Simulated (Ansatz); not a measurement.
`C[B]([AlH2])[GeH3]` and `C[B](F)[GeH3]` differ in one atom or group.

Ansatz, PBE0-D4/def2-TZVP geometries, multiplicity 1. 

Scalar relativity is left out up to krypton.

```tsv
property	`C[B]([AlH2])[GeH3]`
HOMO–LUMO gap (PBE0/def2-TZVPP) / eV	4.62
LUMO energy (B3LYP/def2-TZVPP) / eV	-2.31
HOMO energy (ωB97M-V/def2-TZVPP) / eV	-8.82
LUMO energy (PBE/def2-TZVPP) / eV	-3.08
LUMO energy (PBE0/def2-TZVPP) / eV	-2.16
HOMO energy (PBE0/def2-TZVPP) / eV	-6.78
```

Problem. What does the change do to each property? (An estimate is asked.)

Solution. The calculation gave: 
```csv
property,`C[B](F)[GeH3]`,shift
HOMO–LUMO gap (PBE0/def2-TZVPP) / eV,6.78,2.16
LUMO energy (B3LYP/def2-TZVPP) / eV,-1.33,0.98
HOMO energy (ωB97M-V/def2-TZVPP) / eV,-10.04,-1.22
LUMO energy (PBE/def2-TZVPP) / eV,-2.08,1.00
LUMO energy (PBE0/def2-TZVPP) / eV,-1.11,1.05
HOMO energy (PBE0/def2-TZVPP) / eV,-7.89,-1.11
```

With PBE0 the HOMO falls by 1.11 eV and the LUMO rises by 1.05 eV, so the gap widens by about 2.16 eV. PBE moves the HOMO by -0.91 eV and ωB97M-V by -1.22 eV.

B3LYP here is the variant with VWN-RPA as its local correlation; programs differ in this.
